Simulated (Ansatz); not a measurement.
System: sum formula BNH$_{3}$F$_{2}$, net charge 1, singlet state. It need not be the lowest isomer of its formula. 
Coordinates optimised at B3LYP-D3(BJ)/def2-TZVP (Ansatz, a first-principles code):
```
N
H 1 1.0253
H 1 1.0276 2 108.02
H 1 1.0278 2 107.83 3 114.02
B 1 1.5582 2 112.36 4 122.85
F 5 1.2877 1 116.56 2 -2.20
F 5 1.2883 6 127.56 1 179.92
```
Charge +1, spin multiplicity 1.

Total electronic energies in hartree. Valence correlation only, unless marked. Spin-orbit coupling is left out. Non-relativistic. Basis-set limits of correlation are two-point, X^-3; Hartree-Fock from the larger set (for Q and 5 zeta extrapolated as (X+1)exp(-9√X)).

```
level                                program  energy (Eh)
----------------------------  --------------  -----------
HF/cc-pVTZ                            Ansatz   -279.77374
B97M-V/def2-TZVPD                     Ansatz          ___
B3LYP-D4/def2-TZVPD           Ansatz + dftd4   -281.09871
r2SCANh-D4/def2-TZVPD         Ansatz + dftd4   -280.94760
HSE06-D3(BJ)/def2-TZVPD       Ansatz + dftd3   -280.78983
CAM-B3LYP-D4/def2-TZVPD       Ansatz + dftd4          ___
CCSD/6-31G                            Ansatz   -279.96893
CCSD(T)/CBS(cc-pVTZ,cc-pVQZ)          Ansatz    -280.7488
CCSD(T)/CBS(cc-pVQZ,cc-pV5Z)          Ansatz    -280.7550
```

Fill in the missing entries.


- B97M-V/def2-TZVPD, energy (Eh): -281.01882
- CAM-B3LYP-D4/def2-TZVPD, energy (Eh): -281.00762
